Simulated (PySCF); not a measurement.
PySCF input for C2H2N, SMILES C([CH2])#N, multiplicity 2, IEF-PCM-M06-2X/def2-SVP. Geometry optimised at PBE0-D3(BJ)/def2-TZVP. The isomer is the one that the SMILES or the coordinates give; other isomers of the formula were not compared.

```python
import numpy as np
from pyscf import gto, scf, dft
from pyscf.solvent import pcm

mol = gto.M(
    atom='''
    C     0.00000000   -0.00000000    1.18863869
    C    -0.00000000   -0.00000000   -0.18758230
    N    -0.00000000    0.00000000   -1.35228557
    H    -0.00000000    0.93599622    1.72983032
    H    -0.00000000   -0.93599621    1.72983032
    ''',
    basis='def2-SVP',
    charge=0,
    spin=1,
    max_memory=1600,
    verbose=3,
)
mf = dft.UKS(mol, xc='m06-2x').density_fit(auxbasis='def2-universal-jkfit')
mf.grids.level = 4
mf.conv_tol = 1e-9
mf.max_cycle = 100
mf.kernel()
fine, coarse = mf.grids, dft.Grids(mol).set(level=1).build(with_non0tab=True)
for _ in range(3):  # follow internal instabilities
    mf.grids = coarse
    mo, _, stable, _ = mf.stability(return_status=True, nroots=4)
    mf.grids = fine
    if stable:
        break
    mf.kernel(mf.make_rdm1(mo, mf.mo_occ))
res = {}
for name, eps in {'water': 78.355, 'dichloromethane': 8.93, 'acetone': 20.493}.items():
    s = mf.PCM()
    s.with_solvent.method, s.with_solvent.eps, s.with_solvent.lebedev_order = 'IEF-PCM', eps, 29
    s.kernel(mf.make_rdm1())
    res[name] = (s.e_tot, eps, s.dip_moment(), s.mo_energy, s.converged)
    print(f'{name}: electrostatic solvation free energy {(s.e_tot - mf.e_tot) * 627.509474:.3f} kcal/mol')
```

It prints:

```

WARN: HOMO -0.212861881011987 >= LUMO -0.212861881011988

converged SCF energy = -131.929289025331  <S^2> = 0.76864009  2S+1 = 2.018554
<class 'pyscf.df.df_jk.DFUKS'> wavefunction is stable in the internal stability analysis

WARN: PCM is an experimental feature. It is still in testing.
Features and APIs may be changed in the future.

converged SCF energy = -131.937669634609  <S^2> = 0.76705755  2S+1 = 2.0169854
Dipole moment(X, Y, Z, Debye):  0.00000,  0.00000,  4.47072
water: electrostatic solvation free energy -5.259 kcal/mol

WARN: PCM is an experimental feature. It is still in testing.
Features and APIs may be changed in the future.

converged SCF energy = -131.936386279511  <S^2> = 0.76730279  2S+1 = 2.0172286
Dipole moment(X, Y, Z, Debye):  0.00000,  0.00000,  4.30942
dichloromethane: electrostatic solvation free energy -4.454 kcal/mol

WARN: PCM is an experimental feature. It is still in testing.
Features and APIs may be changed in the future.

converged SCF energy = -131.937185564475  <S^2> = 0.76715011  2S+1 = 2.0170772
Dipole moment(X, Y, Z, Debye):  0.00000,  0.00000,  4.40989
acetone: electrostatic solvation free energy -4.955 kcal/mol
```

The calculation finished and met its thresholds.
